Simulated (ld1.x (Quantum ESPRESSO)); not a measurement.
# Ranking TM potentials for B (Z = 5)

All share these settings but for the change named:

| Item | Value |
| --- | --- |
| Element | boron |
| Generator | ld1.x (Quantum ESPRESSO) 7.5 |
| Type | norm-conserving Troullier–Martins (Kleinman–Bylander form) |
| Functional | PBE |
| Relativity | scalar-relativistic |
| Frozen core | [He] |
| Valence charge | 3 |
| Reference configuration | 2s1.5 2p1.5 |
| Partial waves | 2s (bound): rc 1.45 bohr; 2p (bound): rc 2.60 bohr; 3d channel at 0.35 Ry: rc 2.05 bohr |
| Local potential | all-electron potential smoothed inside 1.55 bohr (lloc = -2) |
| Core correction | none |

Test errors are all-electron minus pseudo excitation energies from the reference, over 2s2 2p1; 2s2 2p0; 2s1 2p0; 2s1 2p1; 2s2 2p1.3; 2s1 2p2; 2s0 2p3. None of these files shows a bound ghost.

The base gives 261.9 meV.

Of 12 variants that were run, those that failed, showed a ghost or another fault, or gave nearly equal values are left out.

A variant can come out equal or close to the base, since the largest error may sit in a test that the change hardly touches while other tests move.

Q: Rank these variants by their largest absolute test error, smallest first.
A. all radii scaled by about 0.75 (s 1.08, p 1.94, d 1.54 bohr); local potential all-electron potential smoothed inside 1.16 bohr (lloc = -2)
B. local potential the p channel
C. local potential all-electron potential smoothed inside 2.72 bohr (lloc = -2)

A: A (151.5 meV), B (247.4 meV), C (280.5 meV).
